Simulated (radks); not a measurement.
All-electron atom: Rh+ in [Kr] 4d7 5p1 (not the ground configuration). Method: Dirac Kohn-Sham, PBEsol, spin-unpolarised, spherical densities, finite nucleus; open shells are shared between the two j in proportion to 2j + 1; Fermi nuclear charge, rms radius 4.4945 fm; computed with a radial shooting solver on a logarithmic mesh with Libxc functionals.

Normalised radial functions P(r) = r R(r) (large component), r in bohr:

r	5p1/2
0.004198	0.0031
0.006518	0.0062
0.01012	0.0124
0.01571	0.0243
0.0244	0.0449
0.03819	0.0752
0.0593	0.1022
0.09207	0.0910
0.143	-0.0001
0.222	-0.1326
0.3447	-0.1271
0.5394	0.1107
0.8376	0.2595
1.301	-0.0032
2.019	-0.4349
3.135	-0.5897
4.908	-0.3614
7.62	-0.0921
11.83	-0.0067

5p1/2: eigenvalue -8.030 eV, 3 radial nodes at r = 0.143, 0.452, 1.30 bohr, <r> = 3.51 bohr, 90 % of the charge inside 5.22 bohr.
